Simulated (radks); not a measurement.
Results of a calculation; reference values are marked as such.
Problem. These are the eigenvalues of the occupied orbitals of an atom or ion with whole-number occupations (eV). Level of theory: non-relativistic Kohn-Sham, r2SCAN, spin-polarised, spherical densities, point nucleus; meta-GGA in the generalised Kohn-Sham scheme (a radial shooting solver on a logarithmic mesh with Libxc functionals).

| orbital | eigenvalue |
|---|---|
| 1s up | -292.4726 |
| 1s down | -291.8010 |
| 2s up | -27.3890 |
| 2s down | -24.9268 |
| 2p up | -17.7674 |

Which element is it, and in what charge state? The configuration may be excited.

Solution. Z = 6, carbon, charge +1: C+ in [He] 2s2 2p(up 1, down 0). The list shows which subshells hold electrons but not how many an open one holds; the 1s level, -10.748 hartree, gives Z - s = 4.6 by -(Z - s)^2/2, which with screening narrows Z to a few neighbours, and the depths of the outer levels then fix element, charge and occupations together.
